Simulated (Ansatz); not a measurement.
Computed with Ansatz.

Basis-set series for AlH5OSeSi, SMILES `[OH][AlH][SiH2][SeH]`. Charge 0, multiplicity 1. Geometry: relaxed with PBE0-D4/def2-TZVP. It is one conformer, not always the lowest.

```xyz
9

O    -1.961    0.106   -0.296
Al   -0.782    0.627    0.811
Si    1.439   -0.156    0.170
Se    1.205   -1.177   -1.870
H    -2.893    0.306   -0.227
H    -1.209    1.506    2.062
H     2.024   -1.116    1.152
H     2.435    0.945    0.039
H    -0.258   -1.040   -1.841
```

```tsv
functional	basis	functions	energy (Eh)	HOMO (eV)	LUMO (eV)
PBE0-D4	def2-TZVPP	233	-3011.23690	-6.80	-1.56
PBE0-D4	def2-QZVPP	436	-3011.30927	-6.82	-1.60
ωB97M-V	def2-TZVPP	233	-3011.62695	-8.94	0.09
ωB97M-V	def2-QZVPP	436	-3011.69687	-8.96	-0.06
```

Task: Give the rows for def2-SVP. (Best estimate.)

Result: The calculation gave: 
| functional | basis | functions | energy (Eh) | HOMO (eV) | LUMO (eV) |
| --- | --- | --- | --- | --- | --- |
| PBE0-D4 | def2-SVP | 107 | -3010.65605 | -6.63 | -1.45 |
| ωB97M-V | def2-SVP | 107 | -3011.04441 | -8.74 | 0.28 |

Positive LUMOs are unbound and depend on the basis. Scalar relativity is left out up to krypton.
